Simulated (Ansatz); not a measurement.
**Cost against result**

Saddle point of CH₈GeS, closed shell (CH₆Ge ([CH3][GeH3]) + H₂S → CH₆GeS ([CH3][GeH2][SH]) + H₂; bonds formed: Ge1–S7, H2–H6; bonds broken: Ge1–H2, H6–S7), PBE0-D4/def2-TZVP structure:

Ge1  (-0.578, -0.197, -0.164)
H2  (0.192, 1.154, 0.836)
H3  (-0.621, -0.750, -1.608)
H4  (-1.957, -0.095, 0.491)
C5  (0.693, -1.364, 0.770)
H6  (-0.124, 1.760, 0.126)
S7  (-0.813, 2.192, -1.347)
H8  (0.434, -2.406, 0.561)
H9  (0.671, -1.184, 1.845)
H10  (1.703, -1.180, 0.401)
H11  (0.400, 2.070, -1.911)
(Å)

Barriers are electronic and count from the start structure reached by relaxing down the imaginary mode.

Program: Ansatz 0.2.0. Basis: as named in each row. Cores are frozen in the correlated methods. Filled d shells of the heavier atoms are correlated. The def2 sets are not built for correlating such inner shells, so the correlated values are less sure here. B3LYP uses VWN-RPA correlation. Extrapolation: Hartree–Fock as exp(−7.88 √X), correlation as X^−2.97.

Times are rough, for one single point on 4 threads of a shared host (Arm Neoverse V2).

The estimate by CCSD(T) at an estimated basis limit (MP2 extrapolated from triple and quadruple zeta, plus CCSD(T) − MP2 in triple zeta) is 55.35 kcal/mol.

| method | basis | time (s) | barrier (kcal/mol) | method less estimate |
| --- | --- | --- | --- | --- |
| HF | STO-3G | under 1 | 113.34 | 57.99 |
| SPW92 | def2-SVP | under 1 | 37.19 | -18.16 |
| PBE-D4 | STO-3G | under 1 | 69.68 | 14.33 |
| PBE-D4 | def2-SVP | under 1 | 42.62 | -12.73 |
| B3LYP-D4 | 6-31G | under 1 | 50.21 | -5.14 |
| PBE0-D4 | def2-SVP | under 1 | 48.72 | -6.63 |
| SPW92 | def2-TZVPP | under 1 | 37.96 | -17.39 |
| PBE-D4 | def2-TZVPP | 1 | 42.82 | -12.53 |
| BLYP-D4 | def2-TZVPP | 1 | 46.71 | -8.64 |
| B3LYP-D4 | def2-TZVPP | 2 | 51.18 | -4.17 |
| BHLYP-D4 | def2-TZVPP | 2 | 57.50 | 2.15 |
| PBE0-D4 | def2-TZVPP | 2 | 48.39 | -6.96 |
| CAM-B3LYP-D4 | def2-TZVPP | 2 | 55.53 | 0.18 |
| r2SCAN-D4 | def2-TZVPP | 3 | 47.19 | -8.17 |
| RPA on PBE | def2-TZVPP | 3 | 55.54 | 0.19 |
| CCSD(T) | def2-SVP | 3 | 60.40 | 5.05 |
| r2SCAN0-D4 | def2-TZVPP | 3 | 51.03 | -4.32 |
| B2PLYP | def2-TZVPP | 4 | 54.10 | -1.25 |
| PBE-QIDH | def2-TZVPP | 4 | 53.18 | -2.17 |
| wB97M-V | def2-SVP | 4 | 54.05 | -1.30 |
| wB97X-V | def2-TZVPP | 6 | 55.99 | 0.64 |
| B97M-V | def2-TZVPP | 6 | 50.75 | -4.60 |
| wB97M-V | def2-TZVPP | 6 | 54.22 | -1.13 |
| MP2 | def2-QZVPP | 15 | 54.05 | -1.30 |
| CCSD(T) | def2-TZVPP | 82 | 55.71 | 0.36 |

All methods are single points on the PBE0-D4 structures.

The T1 diagnostic stays at or below 0.014.

Labels in which every atom is bracketed show which atoms are joined, not bond orders.
